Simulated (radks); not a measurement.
Q: Valence configurations of Li (all share [He]). Calculated with a radial shooting solver on a logarithmic mesh with Libxc functionals: scalar-relativistic Kohn-Sham, PBEsol, spin-polarised, spherical densities, point nucleus; open shells are filled with parallel spins first. Order these by energy: 2s0.5 2p0.5; 2s1; 2p1.

A: From the lowest, in eV above it: 2s1 0.000; 2s0.5 2p0.5 0.929; 2p1 1.845. NIST lists [He] 2s1 as the ground configuration; this level of theory agrees among the configurations tried. The energies are those of spherical high-spin densities, not of single terms.
